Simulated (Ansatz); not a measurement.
Consider the ligand exchange at the Si–C bond: `FC[C]1=[C]([SiH3])[AlH]1` + `[OH][In]([OH])[Cl]` → `[OH][In]([Cl])[O][SiH3]` + `FC[C]1=[CH][AlH]1`.

Calculated with Ansatz (gas phase, PBE0-D4/def2-TZVP geometries, no zero-point term in ΔE). CCSD(T)/CBS is the MP2 limit (def2-TZVPP, def2-QZVPP) plus CCSD(T) − MP2 in def2-TZVPP, frozen cores. Functionals use def2-TZVPP. Elements past krypton have def2 core potentials. For In outer-core shells are correlated without core-valence functions, which leaves a few kJ/mol of doubt a bond. Each species was taken in one conformer, which may not be the lowest.

```
             level  ΔE (eV)
               PBE    -0.63
    MP2/def2-QZVPP    -0.80
SCS-MP2/def2-QZVPP    -0.86
    CCSD/CBS(def2)    -0.85
```

What does CCSD(T)/CBS give? (Best estimate.)

The calculation gave: -0.81 eV. The listed levels differ from it by 0.18, 0.01, -0.05, -0.04 eV.

Largest T1 diagnostic among the species: 0.016.

From PBE to PBE0 (25 % exact exchange), in def2-TZVPP and without D4, ΔE moves by −0.09 eV. In def2-TZVPP, CCSD(T) changes the Hartree–Fock value by +0.26 eV (the triples alone add +0.05 eV) and MP2 by +0.28 eV.
